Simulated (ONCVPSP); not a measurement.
**Pseudopotential generation for V: ONCV, PBEsol, scalar-relativistic.**

ONCVPSP 4.0.1 was run on this input:

```
# ATOM AND REFERENCE CONFIGURATION
# atsym  z   nc   nv     iexc    psfile
  V 23.00    3    3  -116133      upf
#
#   n    l    f
    1    0    2.00
    2    0    2.00
    2    1    6.00
    3    0    2.00
    3    1    6.00
    3    2    3.00
#
# PSEUDOPOTENTIAL AND OPTIMIZATION
# lmax
    2
#
#   l,   rc,      ep,       ncon, nbas, qcut
    0    1.55    0.00    4    8    8.90
    1    1.55    0.00    4    7   10.30
    2    1.75    0.00    4    8   10.90
#
# LOCAL POTENTIAL
# lloc, lpopt,  rc(5),   dvloc0
    4    5    1.25    6.00
#
# VANDERBILT-KLEINMAN-BYLANDER PROJECTORs
# l, nproj, debl
    0    2    1.90
    1    1    2.50
    2    1    0.40
#
# MODEL CORE CHARGE
# icmod, fcfact, rcfact
    0    0.00    0.00
#
# LOG DERIVATIVE ANALYSIS
# epsh1, epsh2, depsh
   -5.00    5.00    0.04
#
# OUTPUT GRID
# rlmax, drl
    6.00    0.01
#
# TEST CONFIGURATIONS
# ncnf
    4
# nvcnf
#   n    l    f
    4
    3    0    2.00
    3    1    6.00
    3    2    3.00
    4    0    2.00
#
    4
    3    0    2.00
    3    1    6.00
    3    2    3.00
    4    0    1.00
#
    3
    3    0    2.00
    3    1    6.00
    3    2    2.00
#
    3
    3    0    2.00
    3    1    6.00
    3    2    4.00
#
```

Command:

```bash
oncvpsp.x < V.dat > V.out
```

Resulting log (shortened: citation, most of the input echo, consistency checks and plot data are left out):

```
ONCVPSP  (Optimized Norm-Conservinng Vanderbilt PSeudopotential)
scalar-relativistic version 4.0.1

#   n    l    f        energy (Ha)
    1    0    2.00    -1.9753293E+02
    2    0    2.00    -2.2719997E+01
    2    1    6.00    -1.9079449E+01
    3    0    2.00    -3.1799246E+00
    3    1    6.00    -2.2213215E+00
    3    2    3.00    -7.8157899E-01

Reference configufation results
  iterations    23
  all-electron total energy (Ha)   -9.47178390D+02

Begin loop to  construct optimized pseudo wave functions
and semi-local pseudopoentials for all angular momenta

WARNING wellstate: negative energy specified for n= 4 l=  0
WARNING scattering state with energy  0.25000000
WARNING will be used for the first projector

   Wellstate for l =  0  n =  5
     eigenvalue =   0.2500
     asymptotic potential =   0.7500
     half-point radius =  3.8062

Calculating optimized projector #   1

 for l=   0

    Fraction of norm inside rc  0.939768
    Optimizing pswf for qcut=   8.89 a_B^-1,  ecut=  39.54 Ha
    Residual kinetic energy error=  1.10D-07 Ha

    Energy error per electron        Cutoff
         Ha          eV             Ha
         0.01000     0.27211       16.72
         0.00100     0.02721       23.82
         0.00010     0.00272       29.08
         0.00001     0.00027       32.97

Calculating optimized projector #   2

 for l=   0

    Fraction of norm inside rc  0.054426
    Optimizing pswf for qcut=   8.89 a_B^-1,  ecut=  39.54 Ha
    Residual kinetic energy error=  2.86D-07 Ha

    Energy error per electron        Cutoff
         Ha          eV             Ha
         0.01000     0.27211        9.12
         0.00100     0.02721       21.75
         0.00010     0.00272       28.44
         0.00001     0.00027       33.18

Calculating optimized projector #   1

 for l=   1

    Fraction of norm inside rc  0.898061
    Optimizing pswf for qcut=  10.29 a_B^-1,  ecut=  52.94 Ha
    Residual kinetic energy error=  2.01D-08 Ha

    Energy error per electron        Cutoff
         Ha          eV             Ha
         0.01000     0.27211       18.81
         0.00100     0.02721       25.10
         0.00010     0.00272       31.21
         0.00001     0.00027       36.72

Calculating optimized projector #   1

 for l=   2

    Fraction of norm inside rc  0.781059
    Optimizing pswf for qcut=  10.89 a_B^-1,  ecut=  59.34 Ha
    Residual kinetic energy error=  3.79D-09 Ha

    Energy error per electron        Cutoff
         Ha          eV             Ha
         0.01000     0.27211       30.25
         0.00100     0.02721       37.29
         0.00010     0.00272       43.09
         0.00001     0.00027       47.88

Construct Vanderbilt / Kleinmman-Bylander projectors

B matrix Hermiticity error, ll=   0
   1   2   -2.5591E-04

  Orthonormal projector coefficients  4.9646E+00 -1.8169E+00

Pseudoatom total energy  -70.363118

Diagnostic tests using Vanderbilt-Kleinman-Bylander pseudopotentials
  1 or more projectors used as specified by nproj input data

   l    rcore       rmatch      e in        delta e   norm test  slope test

   0   1.5590790   1.6064161  -3.1799246   0.0000018   1.0001434   1.0001366
   0   1.5590790   1.6064161   0.2500000   0.0000287   1.0001584   1.0001584

   1   1.5590790   1.6064161  -2.2213215  -0.0000033   0.9999951   1.0000029

   2   1.7572265   1.8105797  -0.7815790  -0.0000014   0.9999985   1.0000077

 Testing for bound ghosts
   n   l    E NL Schr. Eq   E Basis Diag.   E Cutoff

   1   0       -3.179923       -3.179921    108.62

   2   1       -2.221325       -2.221290     64.03

   3   2       -0.781580       -0.780839     83.66

 Testing for highly-localized positive-energy ghosts
       l    <radius>/rc     E Basis Diag.   E Cutoff

Test configuration 0

   n   l     f        eae           eps        diff
   1   0  2.0000 -197.53293121
   2   0  2.0000  -22.71999744
   2   1  6.0000  -19.07944930
   3   0  2.0000   -3.17992464   -3.17992288    1.75D-06
   3   1  6.0000   -2.22132154   -2.22132483   -3.29D-06
   3   2  3.0000   -0.78157899   -0.78158042   -1.42D-06

    Total energies and differences
      AE_ref= -9.47178390D+02  AE_tst= -9.47178390D+02  dif=  0.00D+00
      PS_ref= -7.03631175D+01  PS_tst= -7.03631175D+01  dif= -5.68D-14
      PSP excitation error=  5.68D-14

Test configuration 1

   n   l     f        eae           eps        diff
   1   0  2.0000 -196.91688248
   2   0  2.0000  -22.11901744
   2   1  6.0000  -18.47718504
   3   0  2.0000   -2.57372609   -2.57287261    8.53D-04
   3   1  6.0000   -1.61501952   -1.61442108    5.98D-04
   3   2  3.0000   -0.19050676   -0.18988000    6.27D-04
   4   0  2.0000   -0.17331107   -0.17339906   -8.80D-05

    Total energies and differences
      AE_ref= -9.47178390D+02  AE_tst= -9.47985168D+02  dif= -8.07D-01
      PS_ref= -7.03631175D+01  PS_tst= -7.11700695D+01  dif= -8.07D-01
      PSP excitation error=  1.74D-04

Test configuration 2

   n   l     f        eae           eps        diff
   1   0  2.0000 -197.19962580
   2   0  2.0000  -22.39561771
   2   1  6.0000  -18.75431344
   3   0  2.0000   -2.85330077   -2.85268444    6.16D-04
   3   1  6.0000   -1.89493952   -1.89449155    4.48D-04
   3   2  3.0000   -0.46505150   -0.46462062    4.31D-04
   4   0  1.0000   -0.40066232   -0.40071989   -5.76D-05

    Total energies and differences
      AE_ref= -9.47178390D+02  AE_tst= -9.47700359D+02  dif= -5.22D-01
      PS_ref= -7.03631175D+01  PS_tst= -7.08851616D+01  dif= -5.22D-01
      PSP excitation error=  7.47D-05

Test configuration 3

   n   l     f        eae           eps        diff
   1   0  2.0000 -198.18654663
   2   0  2.0000  -23.40181227
   2   1  6.0000  -19.75881977
   3   0  2.0000   -3.80565990   -3.80567098   -1.11D-05
   3   1  6.0000   -2.83570831   -2.83512506    5.83D-04
   3   2  2.0000   -1.35642818   -1.35242038    4.01D-03

    Total energies and differences
      AE_ref= -9.47178390D+02  AE_tst= -9.46118173D+02  dif=  1.06D+00
      PS_ref= -7.03631175D+01  PS_tst= -6.93042997D+01  dif=  1.06D+00
      PSP excitation error=  1.40D-03

Test configuration 4

   n   l     f        eae           eps        diff
   1   0  2.0000 -197.02911363
   2   0  2.0000  -22.19971143
   2   1  6.0000  -18.56079298
   3   0  2.0000   -2.68029756   -2.67871481    1.58D-03
   3   1  6.0000   -1.72871568   -1.72728140    1.43D-03
   3   2  4.0000   -0.32891637   -0.32859582    3.21D-04

    Total energies and differences
      AE_ref= -9.47178390D+02  AE_tst= -9.47721858D+02  dif= -5.43D-01
      PS_ref= -7.03631175D+01  PS_tst= -7.09065219D+01  dif= -5.43D-01
      PSP excitation error= -6.36D-05
```

The run took about 2.1 s on one core of a shared server CPU.
